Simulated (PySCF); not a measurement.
**Electron correlation in Te (tellurium, neutral)**

[Kr] 4d10 5s2 5p4, high-spin 3P determinant. Calculation: PySCF 2.14, in aug-cc-pVQZ-PP with one added diffuse shell each of s, p, d, f, g type with ECP28MDF (8s8p6d4f3g, 117 functions); scalar relativity through the core potential. Frozen: 4s2 4p6 4d10; 6 electrons correlated.

MP2 pair energies summed by pair of shells (mhartree):

```
 pair  energy  share (%)
5s-5p  -44.72       46.5
5p-5p  -43.30       45.0
5s-5s   -8.22        8.5
```

Total MP2 correlation energy: -96.24 mhartree.

Same-spin part -20.58 and opposite-spin part -75.66 mhartree; SCS-MP2 scales them by 1/3 and 6/5 to -97.65 mhartree.
